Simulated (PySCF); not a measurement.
# Correlation energy of N (nitrogen, neutral)

[He] 2s1 2p3 3d1, high-spin 6D determinant (an excited configuration). Calculation: PySCF 2.14, in aug-cc-pVTZ with one added diffuse shell each of s, p, d, f type (6s5p4d3f, 62 functions); no relativity, point nucleus. Frozen: 1s2; 5 electrons correlated.

```json
{"level": "CCSD", "correlation energy (mhartree)": "-35.32"}
{"level": "(T)", "correlation energy (mhartree)": "-0.24"}
{"level": "CCSD(T)", "correlation energy (mhartree)": "-35.56"}
```

Diagnostics: T1 = 0.0045, D1 = 0.0121, largest double amplitude 0.018.

The outer electron is Rydberg-like, and this basis confines it to a smaller radius and binds it less than a complete one would.

Cost of the coupled-cluster step: about 1.2 core-seconds, for 5 correlated electrons.

Iterations:

```
CC2 = 0
CCSD nocc = (np.int64(5), np.int64(0)), nmo = (61, 61)
frozen orbitals [[0], [0]]
max_cycle = 100
direct = 0
conv_tol = 1e-08
conv_tol_normt = 1e-06
diis_space = 8
diis_start_cycle = 0
Init t2, MP2 energy = -0.0292550097258657
Init E_corr(UCCSD) = -0.0292550097365236
cycle = 1  E_corr(UCCSD) = -0.0341251729588848  dE = -0.00487016322  norm(t1,t2) = 0.01657
cycle = 2  E_corr(UCCSD) = -0.0350409094425607  dE = -0.000915736484  norm(t1,t2) = 0.00540034
cycle = 3  E_corr(UCCSD) = -0.0353630929703707  dE = -0.000322183528  norm(t1,t2) = 0.00224446
cycle = 4  E_corr(UCCSD) = -0.0353164685294809  dE = 4.66244409e-05  norm(t1,t2) = 0.000331105
cycle = 5  E_corr(UCCSD) = -0.0353178788896747  dE = -1.41036019e-06  norm(t1,t2) = 4.04279e-05
cycle = 6  E_corr(UCCSD) = -0.035317850333671  dE = 2.85560036e-08  norm(t1,t2) = 4.01863e-06
cycle = 7  E_corr(UCCSD) = -0.0353178633800209  dE = -1.30463498e-08  norm(t1,t2) = 9.18273e-07
cycle = 8  E_corr(UCCSD) = -0.0353178589649539  dE = 4.41506691e-09  norm(t1,t2) = 1.52968e-07
UCCSD converged
E(UCCSD) = -53.80033623681398  E_corr = -0.03531785896495394
UCCSD(T) correction = -0.000242179875785862
```
